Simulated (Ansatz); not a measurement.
`B1BSC1`, charge 0, multiplicity 1.

(1) Give a relaxed structure at PBE0-D4/def2-TZVP (Ansatz 0.2.0). (Estimate.)

Answers

(1) The calculation gave: 
Z-matrix (Å, degrees):
```
B
S 1 2.116
C 1 1.570 2 58.1
B 1 1.631 2 56.2 3 136.6
H 1 1.197 2 123.6 3 -109.1
H 3 1.084 1 120.6 2 102.3
H 3 1.089 1 119.9 2 -109.4
H 4 1.185 1 155.6 2 156.3
```
